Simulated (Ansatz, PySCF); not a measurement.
Molecule: C₂H₃, charge 1, multiplicity 1. It need not be the lowest isomer of its formula. 
Geometry from a B3LYP-D3(BJ)/def2-TZVP (Ansatz, a first-principles code) optimisation:
SMILES: [CH][CH2+]
```xyz
5

C     -0.5795    -0.0017    -0.0062
C      0.6720     0.0020     0.0071
H      1.7532     0.0052     0.0186
H     -1.1567     0.9359    -0.0245
H     -1.1514    -0.9427    -0.0001
```
Charge +1, spin multiplicity 1.

Total electronic energies in hartree. Cores are frozen in the correlated levels unless marked. Spin-orbit coupling is left out. Non-relativistic unless marked X2C. CBS marks a two-point X^-3 extrapolation of the correlation energy; Hartree-Fock from the larger set. [CCSD(T)-MP2]/basis is that difference in the basis named.

The T1 diagnostic of CCSD in the largest basis is 0.026, which is high, so the coupled-cluster rows are less sure than usual.

```
level                                                                 program  energy (Eh)
-------------------------------------------------------------  --------------  -----------
HF/6-31G                                                               Ansatz    -77.05972
BP86-D3(BJ)/def2-TZVPD                                          PySCF + dftd3    -77.61089
BP86-D4/def2-TZVPD                                              PySCF + dftd4    -77.60954
BP86/def2-TZVPD                                                         PySCF    -77.60828
M06-L/def2-TZVPD                                                        PySCF    -77.60256
BHLYP-D3(BJ)/def2-TZVPD                                        Ansatz + dftd3    -77.56716
wB97M-V/def2-TZVPD                                                     Ansatz    -77.57209
wB97X-V/def2-TZVPD                                                     Ansatz            ?
PBE-QIDH/def2-TZVPD                                                    Ansatz    -77.48908
MP2/aug-cc-pVTZ                                                        Ansatz    -77.39832
MP2/cc-pVTZ                                                            Ansatz    -77.39460
RI-MP2/CBS(cc-pVTZ,cc-pVQZ)                                            Ansatz     -77.4306
RI-MP2/CBS(def2-TZVPPD,def2-QZVPPD)                                    Ansatz     -77.4306
SCS-MP2/aug-cc-pVTZ                                                    Ansatz    -77.40485
SCS-MP2/cc-pVQZ                                                        Ansatz    -77.42564
CCSD/CBS(def2-TZVPP,def2-QZVPP)                                        Ansatz     -77.4518
CCSD(T)/cc-pVTZ                                                        Ansatz    -77.43492
CCSD(T)/def2-TZVPPD                                                    Ansatz    -77.43683
X2C-CCSD(T)/cc-pVTZ-DK                                                 Ansatz    -77.46446
RI-MP2/CBS(def2-TZVPP,def2-QZVPP)+[CCSD(T)-MP2]/def2-SVP               Ansatz     -77.4706
RI-MP2/CBS(def2-TZVPPD,def2-QZVPPD)+[CCSD(T)-MP2]/def2-TZVPPD          Ansatz     -77.4711
RI-MP2/CBS(cc-pVTZ,cc-pVQZ)+[CCSD(T)-MP2]/cc-pVQZ                      Ansatz     -77.4683
CCSD(T)/CBS(def2-TZVPPD,def2-QZVPPD)                                   Ansatz     -77.4667
```

### Question
Some entries are withheld; supply them.

### Answer

- wB97X-V/def2-TZVPD, energy (Eh): -77.58560
